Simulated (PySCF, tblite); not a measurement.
Isomers of C4H5F3OSi, one GFN2-xTB conformer each. Single-point energies are computed at PBE0/pcSseg-1 (PySCF, gas phase, no added dispersion term), electronic only.

```csv
SMILES,GFN2-xTB relative energy (kJ/mol)
C=C1[SiH2][C@H]1OC(F)(F)F,64.5
O=C/C([SiH3])=C\C(F)(F)F,0.0
```

Conformers: `[CH2:1]=[C:2]1[SiH2:3][C@H:4]1[O:5][C:6]([F:7])([F:8])[F:9]` with Si3–C4–O5–C6 -76°; `[O:1]=[CH:2]/[C:3]([SiH3:4])=[CH:5]\[C:6]([F:7])([F:8])[F:9]` with O1–C2–C3–Si4 0°.

Problem. What does PBE0/pcSseg-1 give for the same structures?

Solution. 
| SMILES | PBE0/pcSseg-1 E (Eh) | PBE0/pcSseg-1 (kJ/mol) | GFN2-xTB (kJ/mol) | point group |
| --- | --- | --- | --- | --- |
| O=C/C([SiH3])=C\C(F)(F)F | -818.92399 | 0.0 | 0.0 | Cs |
| C=C1[SiH2][C@H]1OC(F)(F)F | -818.88008 | 115.3 | 64.5 | C1 |

Both levels put the same isomer lowest. As drawn, the lower has a C=O bond, which the higher lacks; the higher has a three-membered ring, which the lower lacks.

Problem. Which frontier levels, dipoles and rotational constants go with these structures?

Solution. 
```
                   SMILES  HOMO (eV, PBE0/pcSseg-1)  LUMO (eV)  dipole (D)       A, B, C (MHz)
 O=C/C([SiH3])=C\C(F)(F)F                     -8.16      -2.83        2.03  2478, 780.6, 667.3
C=C1[SiH2][C@H]1OC(F)(F)F                     -7.65      -1.29        3.24  2513, 897.0, 773.4
```

Problem. What happens when harmonic zero-point energies from GFN2-xTB frequencies are added?

Solution. 
```json
{"SMILES": "O=C/C([SiH3])=C\\C(F)(F)F", "ZPE (kJ/mol)": "203.6", "electronic (kJ/mol)": "0.0", "with ZPE (kJ/mol)": "0.0"}
{"SMILES": "C=C1[SiH2][C@H]1OC(F)(F)F", "ZPE (kJ/mol)": "210.9", "electronic (kJ/mol)": "115.3", "with ZPE (kJ/mol)": "122.6"}
```

The zero-point energies span 7.3 kJ/mol. The order is unchanged.
